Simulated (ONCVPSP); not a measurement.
**Potentials for Co compared**

Generated with ld1.x 7.5 (TM, RRKJ, ultrasoft, PAW), atompaw 4.2 or ONCVPSP 4.0.1. The cutoff is in Ry: for ld1.x and atompaw files where the sum of valence levels is converged to 10 mRy in a Bessel basis, for ONCV files where the hardest occupied wave has 1 mHa per electron of residual kinetic energy. The error is the largest all-electron minus pseudo excitation energy over each file’s own four to seven test configurations (ionisations up to +4, promotions, holes and added fractions of an electron), all of which were solved. The labels leave out finer settings (local radius, basis sizes, second energies), which also bear on the numbers. Spin-polarised tests are not counted. The rows are a selection from randomly drawn settings: files with unsolved tests, undetermined cutoffs or missed reference levels are left out.

A true bound ghost makes a file unfit for plane-wave use even where its test errors are small: the radial tests pick states by their node count and pass the ghost by.

| potential | cutoff (Ry) | largest error (meV) | bound ghosts |
| --- | --- | --- | --- |
| ONCV, LDA (Perdew-Zunger), fully relativistic, rc 1.30/0.80/0.80/1.10 (spdf), local d, core correction no, reference 3s2 3p6 3d7 4s2, qcut 12/8.3/16.6/8.7, projectors 2/1/0/2 | 344 | +2.8 | none |
| ONCV, PBE, scalar-relativistic, rc 1.20/0.75/1.55 (spd), local smoothed, core correction no, reference 3s2 3p6 3d7, qcut 9/11.8/8, projectors 2/2/1 | 187 | +465 | none |
| ONCV, Wu-Cohen, fully relativistic, rc 2.50/2.00/1.10 (spd), local smoothed, core correction yes, reference 3d7 4s2, qcut 3/4.3/17.5, projectors 2/1/2 | 193 | -266 | s, p3/2, p1/2 |
| ONCV, LDA (Perdew-Zunger), scalar-relativistic, rc 1.45/0.80/1.50 (spd), local smoothed, core correction no, reference 3s2 3p6 3d7 4s0.5, qcut 10.8/9.2/11.2, projectors 2/2/2 | 194 | -321 | none |
| ONCV, PBEsol, scalar-relativistic, rc 2.55/2.50/1.35 (spd), local smoothed, core correction yes, reference 3d7 4s2, qcut 3.1/3.3/9.1, projectors 3/2/2 | 88 | -408 | none |
| ONCV, LDA (Perdew-Wang 92), scalar-relativistic, rc 1.15/1.00/1.00 (spd), local smoothed, core correction no, reference 3s2 3p6 3d7 4s2, qcut 7.9/12.7/15.7, projectors 2/2/1 | 182 | -13 | none |

Task: Fill in the row for Co: ONCV, LDA (Perdew-Zunger), scalar-relativistic, rc 1.45/0.75/1.15 (spd), local smoothed, core correction yes, reference 3s2 3p6 3d7 4s2, qcut 8.2/9.8/11.9, projectors 2/2/1.

Result: cutoff 197 Ry, largest error -14 meV, bound ghosts: none.

Task: Fill in the row for Co: ONCV, LDA (Perdew-Wang 92), scalar-relativistic, rc 1.25/1.65/1.65 (spd), local smoothed, core correction yes, reference 3s2 3p6 3d7 4s1.5 4p0.5, qcut 9.1/6.7/8.8, projectors 2/2/2.

Result: cutoff 66 Ry, largest error +39 meV, bound ghosts: none.

Task: Fill in the row for Co: ONCV, PBE, scalar-relativistic, rc 1.55/0.80/1.10 (spd), local smoothed, core correction yes, reference 3s2 3p6 3d7 4s1.5, qcut 6/8.4/11.1, projectors 2/2/1.

Result: cutoff 198 Ry, largest error -408 meV, bound ghosts: none.
